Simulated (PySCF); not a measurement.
## State search for KO

Unrestricted PBE0; K 6-31G(d,p), O 6-31G(d,p); no relativity (PySCF 2.14). Outer shells of the fragments: K 4s1; O 2s2 2p4.

Followed along the bond (rough minima from three points):

| 2Ms+1 | unpaired | ⟨S²⟩ at the start | R at minimum (Å) | Te (eV) |
| --- | --- | --- | --- | --- |
| 2 | σ ↑ | 0.76 | 2.13 | 0.00 |
| 2 | π ↑ | 0.76 | 2.26 | 0.07 |
| 4 | σ ↑, π ↑↑ | 3.75 | none in the scan | ≤ 2.65 |

Solutions found at the starting distance of 2.545 Å, counted from the lowest of them; the search is not exhaustive and high or unbound solutions are not listed, so other states can lie among these:

```tsv
2Ms+1	unpaired	term	E (eV)	⟨S²⟩	⟨Lz²⟩	μ (D)
2	π ↑	²Π	0.00	0.76	1.01	-9.09
2	σ ↑	²Σ⁺	0.19	0.76	0.00	-9.58
4	σ ↑, π ↑↑	⁴Σ⁻	2.47	3.75	0.00	1.73
2	σ ↓, π ↑↑	mixed	2.51	1.75	0.00	2.16
4	σ ↑↑, π ↑	⁴Π	2.60	3.75	1.00	2.00
2	σ ↑, π ↑↓	mixed	3.27	1.75	2.01	1.94
4	π ↑↑↑	⁴Π	3.69	3.75	1.00	0.64
4	σ ↑, π ↑↑	mixed	3.85	3.75	2.00	0.79
4	σ ↑, π ↑↑	mixed	3.89	3.75	2.00	1.31
4	π ↑↑, δ ↑	⁴Δ	4.94	3.75	4.00	0.38
```

A term symbol is given only where ⟨S²⟩ and ⟨Lz²⟩ are close to those of a pure state; real π, δ and φ orbitals otherwise mix terms. A positive dipole means K(−)O(+).

Compare the gap between the two lowest followed solutions at the starting distance with the gap between their minima.

At PBE0 the second solution (doublet, unpaired electrons π ↑) lies -0.19 eV from the first (doublet, unpaired electrons σ ↑) at 2.545 Å and +0.07 eV at the minima; the two curves relax by different amounts, since their minima lie near 2.26 and 2.13 Å.

Counting both spins, an empty level lies below a filled one in some of these solutions, because spin and occupation are held.
